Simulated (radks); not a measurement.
Results of a calculation; reference values are marked as such.
Isoelectronic series with 14 electrons, all held in the configuration [Ne] 3s2 3p2, which need not be the ground one along the series. Code: a radial shooting solver on a logarithmic mesh with Libxc functionals. Model: scalar-relativistic Kohn-Sham, PBE, spin-polarised, spherical densities, point nucleus; open shells are filled with parallel spins first (spin-orbit coupling, left out, can overturn this in heavy ions). Total energies (hartree) and orbital eigenvalues (eV) (* marks an orbital that is empty in some or all of the ions):

Co13+: E (hartree) -1317.48273; 3p down* -385.6386; 3p up -392.9796; 3s down -424.1490; 3s up -431.6356; 2p down -1164.442
Ni14+: E (hartree) -1428.71087; 3p down* -436.9296; 3p up -444.6822; 3s down -478.1797; 3s up -486.0754; 2p down -1295.477
Cu15+: E (hartree) -1544.60593; 3p down* -491.3141; 3p up -499.4778; 3s down -535.3741; 3s up -543.6780; 2p down -1433.476
Zn16+: E (hartree) -1665.18546; 3p down* -548.7949; 3p up -557.3695; 3s down -595.7417; 3s up -604.4533; 2p down -1578.451
Ga17+: E (hartree) -1790.46783; 3p down* -609.3757; 3p up -618.3611; 3s down -659.2931; 3s up -668.4120; 2p down -1730.412
Ge18+: E (hartree) -1920.47223; 3p down* -673.0610; 3p up -682.4570; 3s down -726.0399; 3s up -735.5658; 2p down -1889.372
As19+: E (hartree) -2055.21872; 3p down* -739.8554; 3p up -749.6621; 3s down -795.9944; 3s up -805.9274; 2p down -2055.346
Se20+: E (hartree) -2194.72819; 3p down* -809.7645; 3p up -819.9819; 3s down -869.1701; 3s up -879.5101; 2p down -2228.349
Br21+: E (hartree) -2339.02242; 3p down* -882.7939; 3p up -893.4223; 3s down -945.5811; 3s up -956.3283; 2p down -2408.394
Kr22+: E (hartree) -2488.12406; 3p down* -958.9499; 3p up -969.9895; 3s down -1025.242; 3s up -1036.397; 2p down -2595.500
Rb23+: E (hartree) -2642.05665; 3p down* -1038.239; 3p up -1049.690; 3s down -1108.169; 3s up -1119.732; 2p down -2789.683
Sr24+: E (hartree) -2800.84467; 3p down* -1120.669; 3p up -1132.532; 3s down -1194.379; 3s up -1206.350; 2p down -2990.961
Zr26+: E (hartree) -3133.08950; 3p down* -1294.978; 3p up -1307.667; 3s down -1376.716; 3s up -1389.506; 2p down -3414.877
Nb27+: E (hartree) -3306.60000; 3p down* -1386.874; 3p up -1399.976; 3s down -1472.881; 3s up -1486.081; 2p down -3637.555
